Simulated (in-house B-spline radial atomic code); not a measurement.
Spin-orbit splittings of orbital energies (j = l + 1/2 less j = l - 1/2) and ratios of mean radii (lower j over upper j) along the 20-electron series, configuration [Ar] 3d2. Computed with an all-electron radial atomic-structure program (B-spline basis): Dirac-Hartree-Fock, average of the configuration, finite nuclei.

| ion | Z | splitting of 3d (eV) | radius ratio of 3d | splitting of 3p (eV) | radius ratio of 3p | splitting of 2p (eV) | radius ratio of 2p |
| --- | --- | --- | --- | --- | --- | --- | --- |
| I33+ | 53 | 15.494 | 0.98937 | 69.834 | 0.96925 | 304.22 | 0.94702 |
| Xe34+ | 54 | 17.011 | 0.98892 | 76.36 | 0.96804 | 330.64 | 0.9449 |
| Cs35+ | 55 | 18.638 | 0.98847 | 83.352 | 0.9668 | 358.83 | 0.94273 |
| Ba36+ | 56 | ? | ? | ? | ? | ? | ? |
| La37+ | 57 | 22.238 | 0.98753 | 98.837 | 0.96423 | 420.9 | 0.93824 |
| Ce38+ | 58 | 24.223 | 0.98705 | 107.38 | 0.9629 | 454.97 | 0.93593 |
| Pr39+ | 59 | 26.338 | 0.98655 | 116.5 | 0.96154 | 491.19 | 0.93356 |
| Nd40+ | 60 | 28.588 | 0.98605 | 126.22 | 0.96015 | 529.67 | 0.93113 |
| Pm41+ | 61 | 30.98 | 0.98554 | 136.56 | 0.95872 | 570.52 | 0.92866 |
| Sm42+ | 62 | 33.52 | 0.98501 | 147.57 | 0.95727 | 613.84 | 0.92613 |
| Eu43+ | 63 | 36.214 | 0.98448 | 159.28 | 0.95578 | 659.77 | 0.92355 |
| Gd44+ | 64 | 39.068 | 0.98394 | 171.71 | 0.95425 | 708.41 | 0.92091 |
| Tb45+ | 65 | 42.088 | 0.98339 | 184.91 | 0.95269 | 759.9 | 0.91822 |
| Dy46+ | 66 | 45.281 | 0.98283 | 198.91 | 0.9511 | 814.37 | 0.91547 |
| Ho47+ | 67 | 48.654 | 0.98225 | 213.75 | 0.94947 | 871.96 | 0.91267 |
| Er48+ | 68 | 52.213 | 0.98167 | 229.46 | 0.9478 | 932.81 | 0.90981 |
| Tm49+ | 69 | 55.966 | 0.98108 | 246.1 | 0.9461 | 997.08 | 0.90688 |
| Yb50+ | 70 | 59.919 | 0.98048 | 263.71 | 0.94436 | 1064.91 | 0.9039 |
| Lu51+ | 71 | ? | ? | ? | ? | ? | ? |
| Hf52+ | 72 | ? | ? | ? | ? | ? | ? |
| Ta53+ | 73 | 73.057 | 0.97861 | 322.77 | 0.93891 | 1291.5 | 0.89458 |
| W54+ | 74 | 77.887 | 0.97797 | 344.71 | 0.93701 | 1375.32 | 0.89135 |

**Question.** Fill in the row of Ba36+.

**Answer.** splitting of 3d (eV): 20.379; radius ratio of 3d: 0.988; splitting of 3p (eV): 90.836; radius ratio of 3p: 0.96553; splitting of 2p (eV): 388.89; radius ratio of 2p: 0.94051.

**Question.** Fill in the row of Lu51+.

**Answer.** splitting of 3d (eV): 64.081; radius ratio of 3d: 0.97987; splitting of 3p (eV): 282.32; radius ratio of 3p: 0.94258; splitting of 2p (eV): 1136.48; radius ratio of 2p: 0.90086.

**Question.** Fill in the row of Hf52+.

**Answer.** splitting of 3d (eV): 68.457; radius ratio of 3d: 0.97924; splitting of 3p (eV): 301.99; radius ratio of 3p: 0.94077; splitting of 2p (eV): 1211.95; radius ratio of 2p: 0.89775.

**Question.** With what power of Z does the column «splitting of 3p (eV)» change over this range?

**Answer.** A fit of the logarithm of its size against log Z from Z = 53 to 74 has slope 4.78. An unscreened hydrogenic electron would give 4 at low Z; screening makes the apparent power larger near the neutral end, and relativity raises it again at high Z.
